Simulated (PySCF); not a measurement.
Peak assignment

Geometry (Å), atoms numbered from 1 in this order:
```xyz
16

F     3.6442    0.4177    1.0553
C     2.6021   -0.1600    0.4672
F     3.0142   -0.6223   -0.7312
O     1.6478    0.7955    0.3140
C     0.3541    0.4104    0.0818
C    -0.6324    1.3308    0.4386
C    -1.9705    1.0197    0.2266
C    -2.3314   -0.2087   -0.3301
C    -1.3388   -1.1170   -0.6865
C     0.0098   -0.8140   -0.4942
H     2.2499   -1.0184    1.0689
H    -0.3253    2.2804    0.8802
H    -2.7402    1.7433    0.5047
H    -3.3835   -0.4521   -0.4916
H    -1.6084   -2.0758   -1.1354
H     0.7807   -1.5131   -0.8203
```

Fast rotation and ring inversion assumed for equivalent nuclei, gas phase, non-relativistic Hamiltonian, a single conformation. Shieldings: GIAO PBE0/pcSseg-1; coordinates at the PBE0-D3(BJ)/def2-SVP level; couplings computed with B3LYP/pcJ-1 (spin–dipole term only in couplings to heteroatoms); PySCF.

Shifts are taken against calculated references (same method and geometry level): ¹³C (σ = 184.41 ppm), ¹H (σ = 31.27 ppm) against TMS.

Problem. Assign these signals to the numbered atoms. ¹³C{¹H} NMR (computed): δ 158.2 (C, t, J = 2.4 Hz), 135.6 (CH), 128.9 (CH), 121.1 (CH), 120.0 (CH, t, J = 319.5 Hz).

Solution. 
158.2 → C5, aromatic carbon bearing oxygen: the electronegative substituent deshields the carbon that carries it
135.6 → C7/C9, aromatic CH: the aromatic region
128.9 → C8, aromatic CH
121.1 → C6/C10, aromatic CH
120.0 → C2, sp3 CH bonded to 2 F and O: 3 electronegative neighbours deshield it

C6/C10 and C2 lie closer than the usual error of such a calculation, so a measured spectrum could show them in the other order.

Problem. Assign these signals to the numbered atoms. ¹H NMR (600 MHz, computed): δ 7.50 (dd, J = 9.3, 8.3 Hz, 2H), 7.26 (t, J = 8.3 Hz, 1H), 7.18 (dt, J = 9.3, 1.0 Hz, 2H), 6.04 (t, J = 81.6 Hz, 1H).

Solution. 
7.50 → H13/H15, hydrogen on an aromatic CH: ring-current deshielding
7.26 → H14, hydrogen on an aromatic CH
7.18 → H12/H16, hydrogen on an aromatic CH
6.04 → H11, hydrogen on an sp3 CH bonded to 2 F and O: its carbon carries F and O, which withdraws density

H14 and H12/H16 lie closer than the usual error of such a calculation, so a measured spectrum could show them in the other order.

C–F couplings over four or more bonds (about 3 Hz to the para carbon of a fluoroarene) are left out. Common functionals overestimate the size of one-bond C–F couplings by tens of Hz; these are unscaled. Splittings below 1 Hz are ignored in the labels, and close J values are merged. Couplings among chemically equivalent protons are left out too, so labels in AA′BB′ or AA′XX′ sets are apparent multiplicities. Unscaled 3J(H,H) at this level run about 10 % above measured values. Shifts are as computed. Against solution values, carbons near 30 ppm lie about +2 ppm off and those near 130 ppm about +5 ppm. Of 1211 compounds with measured shifts, 218 miss one by over three times the rms of a fit or turn the order of signals round; such compounds aren't used in these exercises.
